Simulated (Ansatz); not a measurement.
The cluster Sn2S. The state is a singlet with charge 0. Geometry relaxed at B3LYP-D4/def2-TZVP.

```xyz
3

Sn    0.460   -0.746   -1.347
Sn    0.656    0.068    1.465
S    -1.116    0.678   -0.118
```

In the def2 sets Sn takes a core potential; there is no spin–orbit coupling. The structure comes from a short search, and lower isomers may exist.

Q: Estimate the harmonic wavenumbers at RKS B3LYP-D4/def2-TZVP (Ansatz, unscaled). Is this a minimum?

A: 157, 262, 372 cm⁻¹. Yes, no mode is imaginary beyond noise. Zero-point energy 4.7 kJ/mol. Hardware: 4 threads of Arm Neoverse V2 on a shared host. Wall time 19 s.
